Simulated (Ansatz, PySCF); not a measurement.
C₅H₁₀O₂, SMILES CC(C)(C)C(=O)O.

Coordinates come from a B3LYP-D3(BJ)/def2-SVP optimisation. The values are those of a single conformer.

Vertical ionisation energy (IE) and electron affinity (EA) in eV. Rows of orbital energies are one-electron estimates. Where ΔSCF, EOM or ADC give a negative EA the extra electron is unbound and the value depends on the basis.

| level | IE | EA |
|---|---|---|
| −ε(HOMO), −ε(LUMO), B3LYP/def2-TZVP (PySCF) | 7.67 | 0.05 |
| ΔSCF, CAM-B3LYP/def2-SVPD (Ansatz), final states of multiplicity 2 and 2 | 10.40 | -1.51 |

### Question
What vertical singlet–triplet gap does ΔSCF give with CAM-B3LYP/def2-SVPD (Ansatz, an electronic-structure program)? (An estimate is asked for; the answer gives what the named calculation found.)

### Answer
5.28 eV (triplet above singlet where positive).
